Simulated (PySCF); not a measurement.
C6H7F2S (doublet state).
Z-matrix (Å and degrees, GFN2-xTB geometry), rows numbered from 1:
```
C 
C   1  1.3075
C   2  1.5039  1  121.41
C   2  1.4674  1  120.20  3  -179.97
C   4  1.3317  2  129.45  1   179.98
S   5  1.7644  4  128.47  2    -0.01
C   6  1.8216  5   98.35  4   179.96
F   7  1.3465  6  111.68  5   -59.46
F   7  1.3465  6  111.67  5    59.43
H   1  1.0646  2  139.24  3  -179.91
H   3  1.0864  2  109.98  1    -0.00
H   3  1.0885  2  110.25  1   120.17
H   3  1.0884  2  110.26  1  -120.13
H   4  1.0826  2  114.42  1    -0.08
H   5  1.0791  4  119.71  2  -179.94
H   7  1.0981  6  108.56  5   179.99
```

The hyperfine couplings belong to this conformer and change with its torsions.

Identity: `[H]/[C]=C(C)\C=C/SC(F)F` [radical].

Computed, not measured: PySCF, UKS B3LYP, pcH-1 on C F H S, non-relativistic, mean-field spin-orbit, GIAO. The structure is a single GFN2-xTB conformer in the gas phase; no vibrational or solvent corrections. A GFN2-xTB geometry isn't a minimum of the functional, and hyperfine couplings can be far from their values at a DFT geometry. No stability test was run, so a lower SCF solution isn't excluded.

(1) Where do the isotropic ENDOR lines of H10, H15, H11/H12/H13 and H14 fall at 3349.6 mT, to first order?

(2) Which pairs are centred on the nuclear Larmor frequency, and which on half the coupling?

Results:

(1) For S = 1/2 in fast tumbling each set of equivalent nuclei gives two lines, ν± = |νn ± a/2| to first order, with νn = g_N μN B/h and μN/h = 7.62259 MHz/T.

```
     nuclei  isotope     g_N  νn (MHz)  a_iso (MHz)  lower line (MHz)  upper line (MHz)
        H10       1H  5.5857    142.62        37.79            123.72            161.51
        H15       1H  5.5857    142.62         8.85            138.19            147.04
H11/H12/H13       1H  5.5857    142.62        -5.40            139.92            145.32
        H14       1H  5.5857    142.62        -4.42            140.41            144.83
```

(2) Centred on νn, since |a| < 2νn: H10, H15, H11/H12/H13 and H14. No pair has |a| > 2νn.

Class means assume fast exchange of nuclei equivalent by connectivity; if that motion is slow, each nucleus keeps its own coupling.
